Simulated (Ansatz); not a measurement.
Ansatz results at the PBE0-D4/def2-TZVP geometry: HOMO–LUMO gap (PBE0/def2-TZVPP) 4.06 eV; HOMO energy (B3LYP/def2-TZVPP) -6.05 eV; HOMO energy (ωB97M-V/def2-TZVPP) -8.34 eV.

Each molecule was computed in one conformer, which needn't be the lowest.

Which molecule gave them?
A. `FC1(S)CO1`
B. `BC(=C)SC`
C. `B1CCCS1`
D. `[CH3][In]([NH2])[CH2]F`

B. The others give `B1CCCS1`: 6.79, -7.21, -9.61; `FC1(S)CO1`: 7.84, -7.43, -9.96; `[CH3][In]([NH2])[CH2]F`: 6.24, -6.58, -9.20.

B3LYP here is the variant with VWN-RPA as its local correlation; programs differ in this.
